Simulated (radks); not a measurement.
Initial-state core-level shifts of the terbium ion Tb+ when its valence configuration changes from [Xe] 4f9 6s1. All-electron calculation, scalar-relativistic Kohn-Sham, r2SCAN, spin-polarised, spherical densities, finite nucleus; open shells are filled with parallel spins first (spin-orbit coupling, left out, can overturn this in heavy ions); meta-GGA in the generalised Kohn-Sham scheme; Fermi nuclear charge, rms radius 5.06 fm. Program: a radial shooting solver on a logarithmic mesh with Libxc functionals. Shifts are changes of the shell-averaged eigenvalues in eV (positive: less bound); the change of the density at the nucleus, which sets a Mossbauer isomer shift, is in e/bohr^3, on a base of 7.2e+05.

valence               1s       2s       3d      5p  density at nucleus
4f8 6s1 6p1       -9.785  -10.363  -11.025  -6.293              +38.33
4f9 5d1           +1.701   +1.755   +1.710  +1.794              -34.53
4f10              +4.809   +5.142   +5.516  +3.117              -49.11
4f8 5d1 6s1       -6.218   -6.722   -7.436  -2.877              +32.53
4f9 6s0.5 6p0.5   -0.648   -0.638   -0.628  -0.666              -17.21
4f9 5d0.5 6s0.5   +0.873   +0.901   +0.878  +0.914              -17.67
4f7 5d2 6s1      -13.328  -14.471  -16.101  -5.671              +71.41
4f8 5d2           -4.067   -4.495   -5.245  -0.769               -9.12
4f8 6s2           -8.831   -9.412  -10.073  -5.394              +75.33
